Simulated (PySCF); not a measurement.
A structure optimised at PBE0-D3(BJ)/def2-SVP, used in a PySCF frequency run:

```xyz
9

F      1.6980    -0.0817    -0.8734
C      0.9545     0.2128     0.2102
C     -0.0893     1.3089     0.0814
C     -0.4886    -0.1159     0.1867
F     -0.9958    -0.7266    -0.8823
F     -1.0710    -0.5558     1.3062
H      1.4976     0.1133     1.1566
H     -0.2523     1.9750     0.9321
H     -0.1859     1.7533    -0.9131
```

Problem. Write its SMILES and formula.

Solution. F[C@H]1CC1(F)F, C3H3F3

Problem. What are its rotational constants (standard atomic weights)?

Solution. 5.8502, 3.0521, 2.6456 GHz
